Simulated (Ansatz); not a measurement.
`CC(F)(F)C(F)CF` → `F[C]F` + `CC(F)CF` at 600 K and 1 bar (formal loss of a carbene).

Isolated molecules relaxed with PBE0-D4/def2-TZVP in Ansatz; ΔE leaves out vibrations. CCSD(T)/CBS adds triple-zeta CCSD(T) − MP2 to the extrapolated MP2 energy (def2 sets, frozen cores). This one scheme is used for every species. Each species was taken in one conformer, which may not be the lowest.

```json
{"species": "`CC(F)(F)C(F)CF`", "CCSD(T)/CBS energy (Eh)": "-554.98613", "H − E (kJ/mol)": "343.2", "S (J/(mol·K))": "491.3"}
{"species": "`F[C]F`", "CCSD(T)/CBS energy (Eh)": "-237.54028", "H − E (kJ/mol)": "42.2", "S (J/(mol·K))": "271.0"}
{"species": "`CC(F)CF`", "CCSD(T)/CBS energy (Eh)": "-317.34651", "H − E (kJ/mol)": "286.7", "S (J/(mol·K))": "393.6"}
```

H − E and S are ideal-gas, rigid-rotor, harmonic terms from PBE0-D4/def2-TZVP, for one conformer and one mirror image of each species. 1 Eh = 2625.50 kJ/mol, R = 8.31446 J/(mol·K).

Q: By hand: ΔE, ΔH, ΔS and ΔG.

A: ΔE = (-237.54028) + (-317.34651) − (-554.98613) = 0.09934 Eh = 260.8 kJ/mol. Δ(H − E) = 42.2 + 286.7 − 343.2 = -14.3, so ΔH = 246.5 kJ/mol. ΔS = 271.0 + 393.6 − 491.3 = 173.3 J/(mol·K). ΔG = 246.5 − 600 × (173.3)/1000 = 142.5 kJ/mol.

Q: By hand: the equilibrium constant, and the temperature at which ΔG would vanish if ΔH and ΔS stayed fixed.

A: log₁₀ K = −ΔG/(RT ln 10) = -12.4. ΔG = 0 at ΔH/ΔS = 1422 K.

The number of gas molecules changes by +1, which sets the sign of ΔS. A doubt of 5 kJ/mol in ΔE shifts log₁₀ K by 0.4 here. Other conformers and mirror images would add mixing entropy, several J/(mol·K) or more a flexible species. These are equilibria of isolated gas molecules and say nothing of rates. Largest T1 diagnostic: 0.017 (customary marks: 0.02 for closed shells, 0.045 for open ones).
